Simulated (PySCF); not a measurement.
**Ba (barium, neutral) across methods**

[Xe] 5d1 6s1, high-spin 3D determinant (an excited configuration). Calculation: PySCF 2.14, in def2-TZVPPD with the def2 core potential (46 electrons); a scalar-relativistic core potential.

```json
{"method": "MN15", "E (hartree)": "-25.3786", "mean ε 5p β (eV)": "-19.811", "mean ε 6s α (eV)": "-3.671", "mean ε 5d α (eV)": "-2.367", "Σ⟨r²⟩ (bohr²)": "78.58", "⟨S²⟩": "2.001"}
{"method": "PBE", "E (hartree)": "-25.4347", "mean ε 5p β (eV)": "-17.857", "mean ε 6s α (eV)": "-3.010", "mean ε 5d α (eV)": "-1.755", "Σ⟨r²⟩ (bohr²)": "78.59", "⟨S²⟩": "2.001"}
{"method": "r2SCAN", "E (hartree)": "-25.4278", "mean ε 5p β (eV)": "-18.381", "mean ε 6s α (eV)": "-3.042", "mean ε 5d α (eV)": "-1.883", "Σ⟨r²⟩ (bohr²)": "78.64", "⟨S²⟩": "2.001"}
{"method": "LDA", "E (hartree)": "-25.3393", "mean ε 5p β (eV)": "-17.738", "mean ε 6s α (eV)": "-3.178", "mean ε 5d α (eV)": "-1.704", "Σ⟨r²⟩ (bohr²)": "78.41", "⟨S²⟩": "2.000"}
{"method": "UHF", "E (hartree)": "-25.06337", "mean ε 5p β (eV)": "-23.091", "mean ε 6s α (eV)": "-4.381", "mean ε 5d α (eV)": "-3.730", "Σ⟨r²⟩ (bohr²)": "82.55", "⟨S²⟩": "2.003"}
{"method": "wB97X-V", "E (hartree)": "-25.3854", "mean ε 5p β (eV)": "-21.889", "mean ε 6s α (eV)": "-4.533", "mean ε 5d α (eV)": "-3.770", "Σ⟨r²⟩ (bohr²)": "79.05", "⟨S²⟩": "2.001"}
{"method": "PBE0", "E (hartree)": "-25.4138", "mean ε 5p β (eV)": "-19.349", "mean ε 6s α (eV)": "-3.432", "mean ε 5d α (eV)": "-2.352", "Σ⟨r²⟩ (bohr²)": "78.59", "⟨S²⟩": "2.001"}
{"method": "BP86", "E (hartree)": "-25.4846", "mean ε 5p β (eV)": "-17.973", "mean ε 6s α (eV)": "-3.159", "mean ε 5d α (eV)": "-1.833", "Σ⟨r²⟩ (bohr²)": "78.20", "⟨S²⟩": "2.001"}
{"method": "wB97X", "E (hartree)": "-25.4000", "mean ε 5p β (eV)": "-21.897", "mean ε 6s α (eV)": "-4.435", "mean ε 5d α (eV)": "-3.663", "Σ⟨r²⟩ (bohr²)": "79.32", "⟨S²⟩": "2.002"}
```

Energies and moments cover only the electrons outside the core potential. Spin-orbit coupling, absent here, splits the open shell strongly.
